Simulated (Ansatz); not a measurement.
Basis sets compared for GeCl2 (the lowest singlet isomer of a short search). Charge 0, multiplicity 1. Geometry B3LYP-D4/def2-TZVP. Ansatz on 4 threads of Arm Neoverse V2 on a shared host; times are rough, and most runs start from earlier orbitals.

```xyz
3

Ge    0.727    0.434   -0.408
Cl   -1.156   -0.298   -1.292
Cl    0.429   -0.136    1.701
```

The structure comes from a short search, and lower isomers may exist.

Binding counts from free atoms (Ge triplet, Cl doublet) in the same basis, without a counterpoise term.

| level | functions | energy (Eh) | HOMO (eV) | LUMO (eV) | binding per atom (eV) | wall time |
| --- | --- | --- | --- | --- | --- | --- |
| PBE-D4/def2-SVP | 68 | -2996.2554 | -6.85 | -3.69 | 2.91 | 0.4 s |
| PBE-D4/def2-TZVP (with forces) | 122 | -2996.8401 | -7.04 | -3.86 | 2.92 | 0.75 s |
| r2SCAN-D4/def2-TZVP | 122 | -2997.4498 | -7.35 | -3.86 | 2.84 | 1.6 s |
| PBE0-D4/def2-SVP | 68 | -2996.3776 | -8.02 | -3.03 | 2.77 | 0.55 s |
| PBE0-D4/def2-TZVP | 122 | -2996.9586 | -8.16 | -3.15 | 2.80 | 1.2 s |

(1) Estimate the rows for PBE-D4/def2-TZVPD, r2SCAN-D4/def2-TZVPD, PBE0-D4/def2-TZVPD.

Results:

(1) 
```
               level  functions  energy (Eh)  HOMO (eV)  LUMO (eV)  binding per atom (eV)  wall time
   PBE-D4/def2-TZVPD        146   -2996.8423      -7.12      -3.93                   2.92        1 s
r2SCAN-D4/def2-TZVPD        146   -2997.4514      -7.39      -3.89                   2.84      2.3 s
  PBE0-D4/def2-TZVPD        146   -2996.9604      -8.21      -3.19                   2.80      1.4 s
```
